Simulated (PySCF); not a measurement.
## Optical rotation: SMILES [C@H]1(CC)NC[C@@H]1C, C₆H₁₃N

Molfile (atoms numbered from 1):
```
C6H13N
     RDKit          3D

 20 20  0  0  0  0  0  0  0  0999 V2000
    2.3784    0.5491   -0.1624 C   0  0  0  0  0  0  0  0  0  0  0  0
    1.4685   -0.6544   -0.3752 C   0  0  0  0  0  0  0  0  0  0  0  0
    0.0356   -0.2345   -0.6889 C   0  0  1  0  0  0  0  0  0  0  0  0
   -0.9195   -1.3302   -0.9015 N   0  0  0  0  0  0  0  0  0  0  0  0
   -1.5540   -1.0978    0.3979 C   0  0  0  0  0  0  0  0  0  0  0  0
   -0.7917    0.2315    0.5274 C   0  0  2  0  0  0  0  0  0  0  0  0
   -1.6255    1.4775    0.3006 C   0  0  0  0  0  0  0  0  0  0  0  0
    2.0118    1.1669    0.6541 H   0  0  0  0  0  0  0  0  0  0  0  0
    2.4160    1.1596   -1.0620 H   0  0  0  0  0  0  0  0  0  0  0  0
    3.3887    0.2258    0.0779 H   0  0  0  0  0  0  0  0  0  0  0  0
    1.8471   -1.2551   -1.2070 H   0  0  0  0  0  0  0  0  0  0  0  0
    1.4715   -1.2819    0.5203 H   0  0  0  0  0  0  0  0  0  0  0  0
    0.0347    0.4590   -1.5379 H   0  0  0  0  0  0  0  0  0  0  0  0
   -0.5104   -2.2469   -1.0422 H   0  0  0  0  0  0  0  0  0  0  0  0
   -1.3067   -1.8267    1.1774 H   0  0  0  0  0  0  0  0  0  0  0  0
   -2.6406   -1.0192    0.3179 H   0  0  0  0  0  0  0  0  0  0  0  0
   -0.2134    0.3269    1.4483 H   0  0  0  0  0  0  0  0  0  0  0  0
   -2.2076    1.3754   -0.6117 H   0  0  0  0  0  0  0  0  0  0  0  0
   -0.9819    2.3503    0.2088 H   0  0  0  0  0  0  0  0  0  0  0  0
   -2.3062    1.6353    1.1348 H   0  0  0  0  0  0  0  0  0  0  0  0
  1  2  1  0
  2  3  1  0
  3  4  1  0
  4  5  1  0
  5  6  1  0
  6  7  1  0
  6  3  1  0
  1  8  1  0
  1  9  1  0
  1 10  1  0
  2 11  1  0
  2 12  1  0
  3 13  1  6
  4 14  1  0
  5 15  1  0
  5 16  1  0
  6 17  1  1
  7 18  1  0
  7 19  1  0
  7 20  1  0
M  END
```

Computed with TDDFT PBE0/def2-SVPD circular dichroism and optical rotation, one conformer, gas phase in PySCF. Geometry: GFN2-xTB.

The molecule is flexible and this is one conformer; a measurement averages over conformers. States above about 6.3 eV (minus the energy of the highest occupied orbital) lie near or above the ionisation threshold and depend on the basis.

Stereocentres: C3 R, C6 S.

Give the optical rotatory dispersion at 633, 589.3, 546, 436, 405, 365, 355 nm.

[α] in deg dm⁻¹ (g/mL)⁻¹:
```tsv
λ (nm)	origin-invariant length gauge	modified velocity gauge	length gauge (centre of mass)	isotropic polarisability (au)
633	-64.5	-69.6	-64.5	79.9
589.3	-76.9	-83.0	-77.0	80.1
546	-93.5	-100.7	-93.6	80.4
436	-175.3	-187.2	-175.3	81.6
405	-220.5	-234.8	-220.5	82.2
365	-313.7	-332.2	-313.7	83.2
355	-347.1	-367.0	-347.2	83.5
```

And for the mirror image at 589.3 nm?

+76.9 deg dm⁻¹ (g/mL)⁻¹ (origin-invariant length gauge): the same size and the opposite sign.

What is the molar rotation [Φ] = [α]·M/100 of the geometry above at 589.3 nm?

With M = 99.18 g/mol, -76.3 deg cm² dmol⁻¹ (origin-invariant length gauge).

The first excitation lies at 5.91 eV (210 nm) with R = -11.2 × 10⁻⁴⁰ esu² cm² (velocity form).
